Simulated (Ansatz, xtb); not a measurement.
## C4H3Br2N: which of two isomers lies lower

We compare I, `Brc1cc[nH]c1Br`, a singlet, with II, `Brc1c[nH]c(Br)c1`, a singlet. Both are isolated molecules in the gas phase, relaxed with B3LYP/def2-SVP.

Task: Which of the two would you expect CCSD(T)/def2-SVP + ΔMP2/def2-TZVPP electronic energies to favour?

Result: CCSD(T)/def2-SVP + ΔMP2/def2-TZVPP gives E(II) − E(I) = −0.006 eV, slightly favouring structure II, which is too small a margin to settle the true order.

How the difference moves with the method:

| level | geometry | E(II) − E(I) (eV) | departure from the last row (eV) | job, with rough time for the two |
| --- | --- | --- | --- | --- |
| GFN2-xTB | GFN2-xTB | −0.049 | −0.043 | optimisation, 0.34 s |
| HF/STO-3G | GFN2-xTB | −0.012 | −0.005 | single point, 2.9 s |
| r2SCAN-D4/def2-SVP | GFN2-xTB | −0.014 | −0.008 | single point, 13 s |
| B3LYP/def2-SVP | B3LYP/def2-SVP | −0.031 | −0.025 | optimisation, 2 min |
| HF/def2-SVP | B3LYP/def2-SVP | −0.039 | −0.033 | part of the CCSD(T) run |
| MP2/def2-SVP | B3LYP/def2-SVP | +0.004 | +0.010 | part of the CCSD(T) run |
| CCSD(T)/def2-SVP | B3LYP/def2-SVP | −0.010 | −0.004 | single point |
| CCSD(T)/def2-SVP + ΔMP2/def2-TZVPP | B3LYP/def2-SVP | −0.006 |  | single point, 6 min |

As drawn, both hold the same kinds of bond in the same numbers.

The largest departure from CCSD(T)/def2-SVP + ΔMP2/def2-TZVPP is that of GFN2-xTB, 0.043 eV. The last row adds to CCSD(T) the change of the MP2 difference between the two basis sets, here +0.004 eV.

With thermal terms from frequencies at re-optimised GFN2-xTB minima (ideal gas, soft modes damped towards free rotors, one conformer each, 298.15 K, 1 atm): the zero-point term adds −0.002 eV; ΔH is −0.008 and ΔG −0.006 eV.

The correlated steps freeze 23 core orbitals; the filled d shell of Br is correlated, in a basis made for valence electrons. Codes used: Ansatz 0.2.0, xtb 6.7.1; the last row on 2 threads of Intel(R) Xeon(R) Processor @ 2.50GHz (Skylake/Cascade Lake) on a shared host.
